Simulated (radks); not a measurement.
Results of a calculation; reference values are marked as such.
All-electron atom: Tm28+ in [Kr] 4d5 (the NIST ground configuration).

Code: a radial shooting solver on a logarithmic mesh with Libxc functionals. Model: Dirac Kohn-Sham, exchange-only PBE, spin-unpolarised, spherical densities, finite nucleus; open shells fill j = l - 1/2 first; Fermi nuclear charge, rms radius 5.2256 fm.

Energy parts (Ry):
| part | energy |
|---|---|
| total | -26393.8675 |
| kinetic | 29315.8306 |
| electron-nucleus | -62322.8687 |
| Hartree | 7104.4297 |
| exchange | -491.2591 |

Orbitals (lengths in bohr, moments of r in powers of bohr):
| orbital | occ. | eigenvalue (Ry) | <r^2> | <1/r> | small-component weight |
|---|---|---|---|---|---|
| 1s1/2 | 2 | -4423.890 | 0.0005486 | 79.07 | 6.68e-02 |
| 2s1/2 | 2 | -806.5901 | 0.008456 | 19.05 | 1.50e-02 |
| 2p1/2 | 2 | -772.2753 | 0.006089 | 19.03 | 1.50e-02 |
| 2p3/2 | 4 | -700.2503 | 0.007304 | 16.42 | 1.38e-02 |
| 3s1/2 | 2 | -236.6403 | 0.05505 | 7.023 | 4.90e-03 |
| 3p1/2 | 2 | -221.6538 | 0.05079 | 6.938 | 4.84e-03 |
| 3p3/2 | 4 | -206.2326 | 0.05731 | 6.274 | 4.49e-03 |
| 3d3/2 | 4 | -180.8240 | 0.04483 | 6.154 | 4.36e-03 |
| 3d5/2 | 6 | -177.4460 | 0.04662 | 5.993 | 4.26e-03 |
| 4s1/2 | 2 | -97.21867 | 0.2393 | 3.199 | 1.88e-03 |
| 4p1/2 | 2 | -90.97601 | 0.2413 | 3.121 | 1.82e-03 |
| 4p3/2 | 4 | -86.62371 | 0.2645 | 2.905 | 1.72e-03 |
| 4d3/2 | 4 | -76.33902 | 0.2635 | 2.771 | 1.59e-03 |
| 4d5/2 | 1 | -75.43083 | 0.2704 | 2.720 | 1.56e-03 |

The highest occupied level is 4d5/2 at -1026.3 eV. The electron density at the nucleus is 9.502e+05 e/bohr^3.
